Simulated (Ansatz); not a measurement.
CH₈BInSi, SMILES `B[SiH2][CH2][InH2]`. Charge 0, multiplicity 1. In takes the def2 core potential. All single points use the PBE0-D4/def2-TZVP geometry. It is one conformer, not always the lowest.

```xyz
12

B     0.631   -1.200   -1.291
Si    1.286    0.322   -0.156
C    -0.141    1.285    0.562
In   -1.758   -0.140    0.805
H    -0.435   -1.714   -1.033
H     1.234   -1.719   -2.181
H     1.974   -0.436    0.942
H     2.326    1.156   -0.826
H    -0.473    2.067   -0.124
H     0.134    1.747    1.512
H    -3.101   -0.051   -0.275
H    -1.677   -1.317    2.065
```

Problem. What is the dipole moment at PBE/def2-TZVPP? (An estimate is asked.)

Solution. Computed: 0.76 D, with components (-0.01, 0.76, 0.00) D in this frame, pointing from negative to positive charge.

Problem. And with r2SCAN, B3LYP, ωB97M-V? (Estimate.)

Solution. Ansatz gave: r2SCAN 0.73 D, B3LYP 0.73 D, ωB97M-V 0.71 D.

Problem. Give the Mulliken charges with PBE, ωB97M-V, r2SCAN in def2-TZVPP. (Estimate.)

Solution. Computed: 
| atom | PBE | ωB97M-V | r2SCAN |
| --- | --- | --- | --- |
| B1 | -0.05 | -0.16 | -0.05 |
| Si2 | 0.11 | 0.13 | 0.23 |
| C3 | -0.50 | -0.63 | -0.53 |
| In4 | 0.50 | 0.43 | 0.54 |
| H5 | 0.04 | 0.09 | 0.02 |
| H6 | 0.04 | 0.10 | 0.02 |
| H7 | -0.05 | -0.02 | -0.07 |
| H8 | -0.07 | -0.04 | -0.09 |
| H9 | 0.13 | 0.15 | 0.11 |
| H10 | 0.12 | 0.15 | 0.11 |
| H11 | -0.13 | -0.10 | -0.14 |
| H12 | -0.13 | -0.10 | -0.14 |

B3LYP here is the variant with VWN-RPA as its local correlation; programs differ in this.
